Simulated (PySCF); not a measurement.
# `[BH3-][P@H+]1C=C1c1ccccc1`: 4 charge schemes on one density

C8H10BP.
Structure used (PBE0-D3(BJ)/def2-SVP), in Å, numbered top down from 1:
```
atom  x, y, z in Å
B1     2.5884   -0.9025    0.3414
P2     1.3763    0.1888   -0.6566
C3     0.4074   -0.1960   -2.1034
C4    -0.3549   -0.0985   -1.0247
C5    -1.6870   -0.2170   -0.4765
C6    -1.8956   -0.0383    0.8985
C7    -3.1744   -0.1542    1.4343
C8    -4.2541   -0.4469    0.6018
C9    -4.0544   -0.6265   -0.7690
C10   -2.7790   -0.5141   -1.3085
H11    2.1822   -2.0437    0.2018
H12    2.4820   -0.4494    1.4737
H13    3.6754   -0.6690   -0.1678
H14    1.5815    1.5985   -0.6313
H15    0.4023   -0.4344   -3.1666
H16   -1.0402    0.1842    1.5409
H17   -3.3302   -0.0174    2.5066
H18   -5.2584   -0.5377    1.0224
H19   -4.9014   -0.8573   -1.4189
H20   -2.6164   -0.6551   -2.3795
```

Density: PBE0/pcSseg-1 (PySCF); schemes: Mulliken, IAO, Hirshfeld and ESP-fitted. The structure is a single PBE0-D3(BJ)/def2-SVP conformer in the gas phase; no vibrational or solvent corrections.

Task: For which atoms does the sign change between the 4 schemes (beyond +0.03 e in one, beyond −0.03 e in another)?

Result: C5 and H14. Atomic charges aren't observables, and each scheme defines them in its own way.

Task: At which atom do the 4 schemes differ most?

Result: At P2: from +0.309 (Hirshfeld) to +0.858 e (IAO), 0.549 e apart.

Task: Give the atomic charges in each scheme.

Result: In e:

| atom | environment | Mulliken | IAO | Hirshfeld | ESP-fitted |
| --- | --- | --- | --- | --- | --- |
| B1 | four-coordinate boron | -0.221 | -0.662 | -0.154 | -0.248 |
| P2 | phosphorus bonded to B, 2 C and H | +0.369 | +0.858 | +0.309 | +0.454 |
| C3 | alkene CH carbon | -0.276 | -0.337 | -0.072 | -0.304 |
| C4 | fully substituted alkene carbon | -0.059 | -0.137 | -0.016 | -0.163 |
| C5 | substituted aromatic carbon | -0.193 | -0.021 | -0.004 | +0.324 |
| C6 | aromatic CH carbon | -0.005 | -0.129 | -0.034 | -0.311 |
| C7 | aromatic CH carbon | -0.084 | -0.145 | -0.040 | -0.067 |
| C8 | aromatic CH carbon | -0.068 | -0.133 | -0.034 | -0.163 |
| C9 | aromatic CH carbon | -0.084 | -0.145 | -0.042 | -0.113 |
| C10 | aromatic CH carbon | +0.003 | -0.131 | -0.036 | -0.257 |
| H11 | B–H hydrogen | -0.026 | +0.017 | -0.082 | -0.049 |
| H12 | B–H hydrogen | -0.030 | +0.012 | -0.082 | -0.069 |
| H13 | B–H hydrogen | -0.018 | +0.016 | -0.081 | -0.067 |
| H14 | P–H hydrogen | +0.073 | -0.040 | +0.003 | +0.005 |
| H15 | vinylic hydrogen | +0.108 | +0.181 | +0.081 | +0.224 |
| H16 | aromatic hydrogen | +0.104 | +0.163 | +0.056 | +0.181 |
| H17 | aromatic hydrogen | +0.106 | +0.160 | +0.058 | +0.143 |
| H18 | aromatic hydrogen | +0.107 | +0.158 | +0.057 | +0.151 |
| H19 | aromatic hydrogen | +0.105 | +0.158 | +0.056 | +0.148 |
| H20 | aromatic hydrogen | +0.090 | +0.157 | +0.055 | +0.181 |

Mean size of the charges over all atoms: IAO 0.188 e, ESP-fitted 0.181 e, Mulliken 0.107 e, Hirshfeld 0.068 e. Each set sums to the total charge, 0, to within 0.001 e. The Hirshfeld scheme weights the molecular density at each point by an atom's share of the summed free-atom densities.

Task: How closely do the schemes follow one another over all atoms?

Result: Correlation coefficient and root-mean-square difference: IAO with Hirshfeld 0.91, 0.198 e; Mulliken with IAO 0.89, 0.167 e; Mulliken with Hirshfeld 0.85, 0.078 e; IAO with ESP-fitted 0.81, 0.164 e; Hirshfeld with ESP-fitted 0.79, 0.148 e; Mulliken with ESP-fitted 0.66, 0.158 e.

Task: Sum the charges by element, for elements with more than one atom.

Result: 
```tsv
element	atoms	Mulliken	IAO	Hirshfeld	ESP-fitted
C	8	-0.766	-1.177	-0.276	-1.054
H	10	+0.618	+0.982	+0.121	+0.848
```

Task: How many electrons does the ESP-fitted scheme count on C5?

Result: Z − q = 6 − (+0.324) = 5.676.

These values come from a run that also computed NMR shieldings. Hardware: one thread, AMD EPYC 9R45 (x86_64), no GPU (shared host). Cost: 48 s (with the writing of density and orbital grids), 1.1 GiB resident at most.
